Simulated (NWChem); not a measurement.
System: C5H8; SMILES C1=CCCC1

Parts of the log:

```
             Northwest Computational Chemistry Package (NWChem) 7.3.0
             --------------------------------------------------------

                             Geometry "geometry" -> ""
                             -------------------------

 Output coordinates in angstroms (scale by  1.889725989 to convert to a.u.)

  No.       Tag          Charge          X              Y              Z
 ---- ---------------- ---------- -------------- -------------- --------------
    1 C                    6.0000     1.07687400     0.05380600     0.66781900
    2 C                    6.0000     1.07687400     0.05380600    -0.66781900
    3 C                    6.0000    -0.31625800    -0.09962200    -1.23718600
    4 C                    6.0000    -1.22826100     0.12441900     0.00000000
    5 C                    6.0000    -0.31625800    -0.09962200     1.23718600
    6 H                    1.0000     1.96359700     0.11459200     1.29349100
    7 H                    1.0000     1.96359700     0.11459200    -1.29349100
    8 H                    1.0000    -0.52943500     0.60984700    -2.04718600
    9 H                    1.0000    -0.44903100    -1.10441800    -1.66748700
   10 H                    1.0000    -1.59080700     1.15858700     0.00000000
   11 H                    1.0000    -2.10808000    -0.52662200     0.00000000
   12 H                    1.0000    -0.44903100    -1.10441800     1.66748700
   13 H                    1.0000    -0.52943500     0.60984700     2.04718600

 Effective nuclear repulsion energy (a.u.)     170.8043526279

                                 NWChem DFT Module
                                 -----------------

 Summary of "ao basis" -> "ao basis" (spherical)
 ------------------------------------------------------------------------------
       Tag                 Description            Shells   Functions and Types
 ---------------- ------------------------------  ------  ---------------------
 C                           6-31g*                  6       14   3s2p1d
 H                           6-31g*                  2        2   2s

 in cosmo_initialize ...

 solvent parameters
 solvname_short: unkn
 solvname_long:  unknown
 dielec:       46.7000

          ---------------
          -cosmo- solvent
          ---------------
 Cosmo: York-Karplus, doi: 10.1021/jp992097l
 dielectric constant -eps-     =  46.70
 screen = (eps-1)/(eps    )    =   0.97859
 surface charge correction     = lagrangian

   van der Waals surface
 --------------------------

 ---------- ATOMIC COORDINATES (A.U.) ------------ VDWR(ANG.) --
     1    2.03499678    0.10167860    1.26199492     2.000
     2    2.03499678    0.10167860   -1.26199492     2.000
     3   -0.59764096   -0.18825828   -2.33794254     2.000
     4   -2.32107673    0.23511782    0.00000000     2.000
     5   -0.59764096   -0.18825828    2.33794254     2.000
     6    3.71066028    0.21654748    2.44434356     1.300
     7    3.71066028    0.21654748   -2.44434356     1.300
     8   -1.00048708    1.15244372   -3.86862059     1.300
     9   -0.84854555   -2.08704740   -3.15109352     1.300
    10   -3.00618933    2.18941196    0.00000000     1.300
    11   -3.98369356   -0.99517128    0.00000000     1.300
    12   -0.84854555   -2.08704740    3.15109352     1.300
    13   -1.00048708    1.15244372    3.86862059     1.300
 number of segments per atom =         32
 number of   points per atom =         32
 atom (   nspa,  nppa )
 ----------------------
    1 (     14,     0 )       0
    2 (     14,     0 )       0
    3 (     13,     0 )       0
    4 (     12,     0 )       0
    5 (     13,     0 )       0
    6 (     15,     0 )       0
    7 (     15,     0 )       0
    8 (     15,     0 )       0
    9 (     15,     0 )       0
   10 (     14,     0 )       0
   11 (     14,     0 )       0
   12 (     15,     0 )       0
   13 (     15,     0 )       0
 number of -cosmo- surface points =      184
 molecular surface =    122.710 angstrom**2
 molecular volume  =    102.924 angstrom**3
 G(cav/disp)       =      1.474 kcal/mol
 -lineq- algorithm             =   0
 -bem- low  level              =   2
 -bem- from -octahedral-
 gaussian surface charge width =   4.50000
 degree of switching           =   1.00000
 switching function tolerance  =   0.00010
 atomic radii =
 --------------
    1  6.000  2.000
    2  6.000  2.000
    3  6.000  2.000
    4  6.000  2.000
    5  6.000  2.000
    6  1.000  1.300
    7  1.000  1.300
    8  1.000  1.300
    9  1.000  1.300
   10  1.000  1.300
   11  1.000  1.300
   12  1.000  1.300
   13  1.000  1.300
 ...... end of -cosmo- initialization ......

            General Information
            -------------------
          SCF calculation type: DFT
          Wavefunction type:  closed shell.
          No. of atoms     :    13
          No. of electrons :    38
           Alpha electrons :    19
            Beta electrons :    19
          Charge           :     0
          Spin multiplicity:     1
          Use of symmetry is: off; symmetry adaption is: off
          Maximum number of iterations: 150
          AO basis - number of functions:    86
                     number of shells:    46
          Convergence on energy requested:  1.00D-06
          Convergence on density requested:  1.00D-05
          Convergence on gradient requested:  5.00D-04

              XC Information
              --------------
                       M06-2X Method XC Functional
                     Hartree-Fock (Exact) Exchange  0.540
                        M06-2X Exchange Functional  1.000
                      M06-2X Correlation Potential  1.000

             Grid Information
             ----------------
          Grid used for XC integration:  medium
          Radial quadrature: Mura-Knowles
          Angular quadrature: Lebedev.
          Tag              B.-S. Rad. Rad. Pts. Rad. Cut. Ang. Pts.
          ---              ---------- --------- --------- ---------
          C                   0.70       49           9.0       434
          H                   0.35       45          11.0       434
          Grid pruning is: on
          Number of quadrature shells:   605
          Spatial weights used:  Erf1

      Superposition of Atomic Density Guess
      -------------------------------------

 Sum of atomic energies:        -192.28713105

      Non-variational initial energy
      ------------------------------

 Total energy =    -195.829017
 1-e energy   =    -594.927177
 2-e energy   =     228.293808
 HOMO         =      -0.263933
 LUMO         =       0.039147

   convergence    iter        energy       DeltaE   RMS-Dens  Diis-err
 ---------------- ----- ----------------- --------- --------- ---------
     COSMO gas phase
 d= 0,ls=0.0,diis     1   -195.1837637190 -3.66D+02  5.32D-03  2.43D-01
 d= 0,ls=0.0,diis     2   -195.2209098666 -3.71D-02  1.42D-03  7.07D-03
 d= 0,ls=0.0,diis     3   -195.2214297031 -5.20D-04  4.42D-04  2.56D-03
 d= 0,ls=0.0,diis     4   -195.2217369833 -3.07D-04  1.35D-04  9.04D-05
 d= 0,ls=0.0,diis     5   -195.2217505643 -1.36D-05  2.07D-05  3.14D-06
 d= 0,ls=0.0,diis     6   -195.2217510034 -4.39D-07  3.06D-06  4.25D-08

   convergence    iter        energy       DeltaE   RMS-Dens  Diis-err
 ---------------- ----- ----------------- --------- --------- ---------
     COSMO solvation phase
 d= 0,ls=0.0,diis     1   -195.2236001871 -1.85D-03  7.78D-04  4.93D-04
 d= 0,ls=0.0,diis     2   -195.2237204449 -1.20D-04  1.28D-04  1.71D-04
 d= 0,ls=0.0,diis     3   -195.2237413127 -2.09D-05  6.27D-05  1.27D-05
 d= 0,ls=0.0,diis     4   -195.2237436206 -2.31D-06  7.34D-06  1.94D-07
 d= 0,ls=0.0,diis     5   -195.2237436457 -2.51D-08  2.11D-06  5.83D-08

         Total DFT energy =     -195.223743645701
      One electron energy =     -599.844204680064
           Coulomb energy =      263.677644688254
    Exchange-Corr. energy =      -30.035040606976
 Nuclear repulsion energy =      170.804352627896

             COSMO energy =        0.173504325189

 Numeric. integr. density =       38.000012768718

                                   COSMO solvation results
                                   -----------------------

                 gas phase energy =      -195.221751003423
                 sol phase energy =      -195.223743645701
 (electrostatic) solvation energy =         0.001992642278 (    1.25 kcal/mol)

                       DFT Final Molecular Orbital Analysis
                       ------------------------------------

 Vector   17  Occ=2.000000D+00  E=-3.990761D-01
              MO Center= -7.9D-01, -7.4D-02,  2.0D-09, r^2= 2.9D+00
   Bfn.  Coefficient  Atom+Function         Bfn.  Coefficient  Atom+Function
  ----- ------------  ---------------      ----- ------------  ---------------
    46      0.257164   4 C  py               81     -0.234514  11 H  s
    45      0.228477   4 C  px               82     -0.218585  11 H  s
     3      0.148397   1 C  px               17      0.148397   2 C  px
    50      0.142006   4 C  py               31     -0.138941   3 C  px
    59     -0.138941   5 C  px               32     -0.130857   3 C  py

 Vector   18  Occ=2.000000D+00  E=-3.919825D-01
              MO Center= -3.0D-01,  4.7D-02,  2.5D-08, r^2= 2.9D+00
   Bfn.  Coefficient  Atom+Function         Bfn.  Coefficient  Atom+Function
  ----- ------------  ---------------      ----- ------------  ---------------
    47      0.363559   4 C  pz               31      0.224369   3 C  px
    59     -0.224369   5 C  px               33     -0.201633   3 C  pz
    61     -0.201633   5 C  pz               51      0.195697   4 C  pz
     3      0.143081   1 C  px               17     -0.143081   2 C  px
    35      0.127268   3 C  px               63     -0.127268   5 C  px

 Vector   19  Occ=2.000000D+00  E=-2.924004D-01
              MO Center=  6.8D-01, -6.1D-03, -2.1D-09, r^2= 2.6D+00
   Bfn.  Coefficient  Atom+Function         Bfn.  Coefficient  Atom+Function
  ----- ------------  ---------------      ----- ------------  ---------------
     4      0.351682   1 C  py               18      0.351682   2 C  py
     8      0.276346   1 C  py               22      0.276346   2 C  py
    78      0.143704   9 H  s                84      0.143704  12 H  s
    32     -0.136892   3 C  py               60     -0.136892   5 C  py
    76     -0.116371   8 H  s                77      0.115991   9 H  s

 Vector   20  Occ=0.000000D+00  E= 6.945089D-02
              MO Center=  9.2D-01,  2.3D-02,  1.7D-09, r^2= 2.5D+00
   Bfn.  Coefficient  Atom+Function         Bfn.  Coefficient  Atom+Function
  ----- ------------  ---------------      ----- ------------  ---------------
     8      0.640499   1 C  py               22     -0.640499   2 C  py
     4      0.397546   1 C  py               18     -0.397546   2 C  py
    78     -0.245799   9 H  s                84      0.245799  12 H  s
    76      0.141714   8 H  s                86     -0.141714  13 H  s
    51     -0.139610   4 C  pz               77     -0.081898   9 H  s

 Vector   21  Occ=0.000000D+00  E= 1.438771D-01
              MO Center= -7.7D-01,  2.1D-01,  3.9D-08, r^2= 6.1D+00
   Bfn.  Coefficient  Atom+Function         Bfn.  Coefficient  Atom+Function
  ----- ------------  ---------------      ----- ------------  ---------------
    48      1.176468   4 C  s                34      0.947014   3 C  s
    62      0.947014   5 C  s                80     -0.927749  10 H  s
    76     -0.787504   8 H  s                86     -0.787504  13 H  s
    82     -0.648081  11 H  s                78     -0.595974   9 H  s
    84     -0.595974  12 H  s                37     -0.425255   3 C  pz

 Vector   22  Occ=0.000000D+00  E= 1.701017D-01
              MO Center= -1.0D+00, -2.5D-01, -2.6D-08, r^2= 5.0D+00
   Bfn.  Coefficient  Atom+Function         Bfn.  Coefficient  Atom+Function
  ----- ------------  ---------------      ----- ------------  ---------------
    82      1.031743  11 H  s                78      0.830183   9 H  s
    84      0.830183  12 H  s                80     -0.764520  10 H  s
    76     -0.600043   8 H  s                86     -0.600043  13 H  s
    36      0.580232   3 C  py               64      0.580232   5 C  py
    50      0.544442   4 C  py               49      0.461031   4 C  px

     Multipole analysis of the density
     ---------------------------------

     L   x y z        total         alpha         beta         nuclear
     -   - - -        -----         -----         ----         -------
     0   0 0 0     -0.000000    -19.000000    -19.000000     38.000000

     1   1 0 0     -0.071136     -0.063159     -0.063159      0.055182
     1   0 1 0     -0.033521     -0.081700     -0.081700      0.129879
     1   0 0 1      0.000000      0.000000      0.000000     -0.000000

     2   2 0 0    -22.739686    -82.465852    -82.465852    142.192019
     2   1 1 0      0.114055     -0.335171     -0.335171      0.784397
     2   1 0 1      0.000000      0.000000      0.000000      0.000000
     2   0 2 0    -23.995766    -21.061134    -21.061134     18.126502
     2   0 1 1     -0.000000     -0.000000     -0.000000      0.000000
     2   0 0 2    -22.247163    -84.345651    -84.345651    146.444140
```

Level: M06-2X/6-31G* (spherical d), COSMO on the gas-phase geometry. The geometry was optimised at B3LYP/6-31G* (spherical d). COSMO prints the solvation energy as gas minus solution, so a positive value is a stabilisation.

Problem. Write an input that gives this output.

Solution. Several could match; the one computed here: the input that was run:
```
start job
memory heap 200 mb stack 900 mb global 1100 mb
geometry units angstroms noautosym nocenter noautoz
  C      1.076874     0.053806     0.667819
  C      1.076874     0.053806    -0.667819
  C     -0.316258    -0.099622    -1.237186
  C     -1.228261     0.124419     0.000000
  C     -0.316258    -0.099622     1.237186
  H      1.963597     0.114592     1.293491
  H      1.963597     0.114592    -1.293491
  H     -0.529435     0.609847    -2.047186
  H     -0.449031    -1.104418    -1.667487
  H     -1.590807     1.158587     0.000000
  H     -2.108080    -0.526622     0.000000
  H     -0.449031    -1.104418     1.667487
  H     -0.529435     0.609847     2.047186
end
basis spherical
  C library 6-31g*
  H library 6-31g*
end
dft
  xc m06-2x
  iterations 150
end
cosmo
  dielec 46.7
end
task dft energy
```
